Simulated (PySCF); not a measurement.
Gas-phase reaction: Zn + 2 Cl ⇌ ZnCl2

Energies from PySCF, thermal terms from the rigid-rotor harmonic-oscillator model, ideal gas at 1 bar. † marks an energy on the PBE0/def2-TZVP geometry and frequencies; other levels use their own. MP2 and CCSD(T) freeze the core. 6-31G* has spherical d functions here. Open shells (unrestricted): Cl (multiplicity 2, electronic degeneracy 6); the rest are closed-shell singlets. Spin-orbit splitting is ignored; it lowers the true energy and changes the entropy of Cl. B3LYP is the form with VWN-RPA correlation. Zn: all electrons, no relativistic terms. MP2 isn't extrapolated to the basis-set limit; its ΔH°(298 K) is -628.9 kJ in def2-SVP and -662.9 kJ in def2-TZVPP. CCSD(T) isn't extrapolated to the basis-set limit; its ΔH°(298 K) is -580.5 kJ in def2-SVP and -617.1 kJ in def2-TZVPP. The harmonic model lacks anharmonicity and excited electronic states, which grow with temperature; levels with a mode under 35 cm⁻¹ are left out. Soft modes under 120 cm⁻¹ make the harmonic entropy rough for ZnCl2.

```csv
level,"ΔE electronic, kJ","ΔH°(298 K), kJ","ΔS°(298 K), J/K","ΔG°(1200 K), kJ"
B3LYP/6-31G*,-655,-653,-217,-391
CCSD(T)/def2-SVP†,-582,-580,-221,-314
CCSD(T)/def2-TZVPP†,-619,-617,-221,-350
HF/6-31G*,-522,-520,-217,-258
MP2/def2-SVP†,-631,-629,-221,-362
MP2/def2-TZVPP†,-665,-663,-221,-396
PBE/def2-TZVP†,-641,-639,-221,-372
r2SCAN/def2-TZVP†,-666,-665,-221,-398
LDA/def2-TZVP†,-746,-744,-221,-477
ωB97M-V/def2-TZVP†,-652,-651,-221,-384
```
ΔH° is lowest at LDA/def2-TZVP† and highest at HF/6-31G*. No reference value is set beside these.
